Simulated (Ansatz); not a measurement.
Input file for Ansatz (a program for electronic structure): R-CCSD(T)/aug-cc-pV(D+d)Z on CH5ClO (a complex), monomers drawn apart or pushed together. Files ending in .json are basis or fitting sets from the Basis Set Exchange.

Ansatz 0.2 input:
```yaml
crystal:
  periodic: [false, false, false]
  atoms:
    - {symbol: Cl, position_ang: [0.66261912, -0.26535882, 0.25137751]}
    - {symbol: H, position_ang: [-0.00026337, -0.38571534, 1.37779825]}
    - {symbol: C, position_ang: [0.22164357, 0.12433417, 3.75836489]}
    - {symbol: O, position_ang: [-0.70713644, -0.40599644, 2.80657950]}
    - {symbol: H, position_ang: [0.49087253, 1.15733196, 3.52433598]}
    - {symbol: H, position_ang: [1.11401871, -0.49449243, 3.69702229]}
    - {symbol: H, position_ang: [-0.18179213, 0.06834770, 4.77189643]}
    - {symbol: H, position_ang: [-1.51212298, 0.12323676, 2.81720922]}
basis:
  gaussian:
    orbitals: aug-cc-pV_D+d_Z.json
magnetization: {spin_polarized: false}
correlation: {method: ccsd_t, electrons: outside_noble_gas}
scf: {lower_state_search: off}
```

Output:

```
WARN ansatz: RAYON_NUM_THREADS=1 ignored (pool sized by the plan → 1); use --threads N
Functional definition: HF
these checks for a lower state are left out or cut short: stability, starts, cluster_reference, orbital_swaps, neighbouring_geometries, increment
integrals: 0.23 GiB planned
1176 factors; integrals over basis functions are off by at most 1.1e-3 eV
mean field: 0.29 GiB planned
mean field evaluation 1: about -15648.9962 eV, gradient 2.8e1 eV
mean field evaluation 2: about -15648.9969 eV, gradient 2.8e1 eV
mean field evaluation 4: about -15650.8274 eV, gradient 3.3e0 eV
mean field evaluation 8: about -15650.8588 eV, gradient 2.3e-4 eV
mean field -15650.85884111 eV, -575.1584538778 hartree, gradient 2.3e-6 eV, S^2 0.000000; 0 other end points of the search recorded, 0 dependent functions left out
7 core orbitals not correlated
reference -15650.85884111 eV, -575.1584538778 hartree; 11, 11 occupied and 105, 105 virtual orbitals, 1176 factors
second order -14.45960633 eV of doubles, -0.00000000 eV of singles
coupled cluster: 0.76 GiB planned
cycle   1  -15.09523172 eV  change   -6.4e-1 eV  update   7.8e-2
cycle   2  -15.43186801 eV  change   -3.4e-1 eV  update   2.2e-2
cycle   3  -15.50809173 eV  change   -7.6e-2 eV  update   1.0e-2
cycle   4  -15.50607150 eV  change    2.0e-3 eV  update   2.0e-3
cycle   5  -15.50585847 eV  change    2.1e-4 eV  update   7.2e-4
cycle   6  -15.50601700 eV  change   -1.6e-4 eV  update   2.2e-4
cycle   7  -15.50596545 eV  change    5.2e-5 eV  update   7.8e-5
cycle   8  -15.50595723 eV  change    8.2e-6 eV  update   2.6e-5
perturbative correction -0.43809077 eV, -0.0160995388 hartree
Total energy: -15666.80288912 eV, -575.7443868347 hartree
Checks for a lower state left out: stability, starts, cluster_reference, orbital_swaps, neighbouring_geometries, increment
```

The calculation finished and met its thresholds.

Cost: about 7 core-seconds (a rough figure).
